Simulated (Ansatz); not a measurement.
C$_{3}$H$_{9}$F$_{2}$NSeZr (`C[Se][Zr]([F])([F])[N](C)C`), charge 0, multiplicity 1.

Give a relaxed structure at PBE0-D4/def2-TZVP (Ansatz 0.2.0). (An estimate is asked.)

Ansatz gave: 
Cartesian coordinates in Å:
```
C 1.2391 0.0011 -2.2894
Se -0.0841 1.4464 -2.4418
Zr -0.8408 1.7075 0.0224
F -2.7235 2.0309 0.0386
F 0.2271 3.0188 0.9145
N -0.4138 -0.0664 0.8370
C 0.8272 -0.3830 1.5049
C -1.3509 -1.1666 0.8055
H 1.5958 -0.2051 -3.2970
H 0.7728 -0.8891 -1.8745
H 2.0757 0.3161 -1.6694
H 0.6536 -0.6875 2.5452
H 1.4937 0.4837 1.5198
H 1.3525 -1.2036 0.9989
H -2.2763 -0.8786 0.2975
H -1.6157 -1.4961 1.8185
H -0.9325 -2.0285 0.2694
```
This is one stationary point; other conformers may exist.
